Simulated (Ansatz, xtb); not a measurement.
# A geometry optimisation of CH4SbSe with r2SCAN-D4/def2-SVP

The starting geometry of this gas-phase doublet was built from a drawn formula by distance geometry and a force field; its bonds are those of `[CH2]1[SeH][SbH]1`.

```xyz
7

C    -0.4737    0.7785   -0.9782
Sb    1.2988    1.8831   -0.5172
Se   -1.1756    1.9036    0.5143
H    -0.9514    1.0691   -1.9334
H    -0.4005   -0.2743   -0.7547
H    -1.5534    2.9898   -0.4677
H     1.8326    0.7049    0.6615
```

Question: Predict what becomes of its bonds when it is optimised with r2SCAN-D4/def2-SVP.

Answer: A bond breaks, leaving `[SeH][CH2][SbH]`. Contacts that open: Sb2–Se3 (2.68 → 3.45 Å).

The energy falls by 1.03 eV over 8 steps:

```
step  E − E(last) (eV)
   1             1.032
   2             0.298
   3             0.074
   4             0.055
   5             0.007
   6             0.001
   7             0.000
   8             0.000
```

Final geometry (Å):

```csv
atom,x (Å),y (Å),z (Å)
C,-0.4414,0.8821,-0.9320
Sb,1.5997,1.6810,-0.7905
Se,-1.6498,1.7362,0.3599
H,-0.8398,0.9939,-1.9498
H,-0.4485,-0.1854,-0.6677
H,-1.4985,3.0928,-0.1919
H,1.8551,0.8541,0.6965
```

From the same start GFN2-xTB reaches the same bonding as this run.

No frequencies were run, so the end isn't proven a minimum. Open shells are spin-unrestricted. Atoms past krypton carry core potentials, without spin–orbit terms. Run with Ansatz 0.2.0, 57 s on 2 threads of Arm Neoverse V1, on a shared host.
